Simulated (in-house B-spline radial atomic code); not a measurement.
# The krypton ion Kr⁵⁺: [Ar] 3d9 4s2 4p1 5s1 (an excited or competing configuration)

Computed with a radial B-spline atomic code at the basis-set limit: non-relativistic SCAN, spin-polarised, spherical fractional occupations, point nucleus.

Screening seen three ways: the hydrogenic charge with the same mean radius, Z_r = [3n² - l(l+1)]/(2<r>), the one with the same energy, Z_e = n√(-2ε), and Slater's rules. Values are occupation-weighted means over spin.

| shell | electrons | ε (eV) | <r> (bohr) | Z_r | Z_e | Slater |
| --- | --- | --- | --- | --- | --- | --- |
| 1s | 2 | -14038 | 0.04246 | 35.33 | 32.12 | 35.70 |
| 2s | 2 | -1924.7 | 0.1875 | 31.99 | 23.79 | 31.85 |
| 2p | 6 | -1748.5 | 0.1618 | 30.89 | 22.67 | 31.85 |
| 3s | 2 | -357.34 | 0.534 | 25.28 | 15.37 | 24.75 |
| 3p | 6 | -293.8 | 0.5362 | 23.31 | 13.94 | 24.75 |
| 3d | 9 | -181.19 | 0.5325 | 19.72 | 10.95 | 15.20 |
| 4s | 2 | -95.527 | 1.361 | 17.63 | 10.60 | 10.85 |
| 4p | 1 | -79.282 | 1.473 | 15.61 | 9.66 | 10.85 |
| 5s | 1 | -42.175 | 2.778 | 13.50 | 8.80 | 6.45 |

The least bound orbital is 5s up at -42.18 eV, and it is also the most diffuse (<r> = 2.778 bohr). The part-filled 3d shell lies below the filled 4s shell in orbital energy.
